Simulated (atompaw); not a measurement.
phosphorus: one change to a PAW (atompaw) potential, before and after

- Element: phosphorus (P)
- Generator: atompaw 4.2.0.5
- Type: PAW
- Functional: PBE
- Relativity: scalar-relativistic
- Frozen core: [Ne]
- Valence charge: 5
- Reference configuration: 3s2 3p3
- Partial waves: 3s (bound): rc 1.70 bohr; 3s channel at 2 Ry: rc 1.70 bohr; 3p (bound): rc 1.70 bohr; 3p channel at 0.5 Ry: rc 1.70 bohr; 3d channel at 0.25 Ry: rc 1.70 bohr; 3d channel at 1.3 Ry: rc 1.70 bohr
- Local potential: troulliermartins scheme with l = 3 at 0 Ry, radius 1.40 bohr
- Core correction: smooth core density matched at 0.85 bohr
- Augmentation charge: sinc compensation charge, radius 1.35 bohr; PAW radius 1.70 bohr; waves and projectors: custom rrkj gramschmidtortho

All-electron outer shells of the reference configuration (PBE, scalar-relativistic, ld1.x):

| shell | level (eV) | outermost node (bohr) | outermost maximum (bohr) |
| --- | --- | --- | --- |
| 2s | -173.99 | 0.14 | 0.42 |
| 2p | -124.49 | – | 0.36 |
| 3s | -13.97 | 0.65 | 1.58 |
| 3p | -5.51 | 0.64 | 1.83 |

Change: all radii scaled by about 1.15 (s 1.96, p 1.96, d 1.96 bohr); local potential troulliermartins scheme with l = 3 at 0 Ry, radius 1.60 bohr; augmentation sinc compensation charge, radius 1.56 bohr; PAW radius 1.96 bohr; waves and projectors: custom rrkj gramschmidtortho; core correction smooth core density matched at 0.98 bohr.

Cutoffs: the cutoffs (Ry, on a coarse ladder) from which the occupation-weighted sum of valence levels, in a spherical-Bessel basis at the reference potential, stays within 10 and 1 mRy of its value at 400 Ry; they do not see the model core or the augmentation charge, which bear on the density cutoff.

**Question.** What does the change do?

**Answer.** The potential gets softer (12 Ry and 25 Ry → 12 Ry and 18 Ry); neither file shows a bound ghost. A larger radius leaves more room for a smooth pseudo-wave, so fewer plane waves are needed.

| quantity | base | changed |
| --- | --- | --- |
| cutoff, loose | 12 Ry | 12 Ry |
| cutoff, tight | 25 Ry | 18 Ry |
| loose cutoff by channel (10 mRy a level) | s 6 Ry, p 8 Ry | s 6 Ry, p 10 Ry |
| bound ghosts | none | none |
| lowest overlap eigenvalue by channel | s 0.42, p 0.74, d 0.95 | s 0.45, p 0.79, d 0.96 |

 The cutoffs see the waves, projectors and local potential, not the compensation charge or the core.
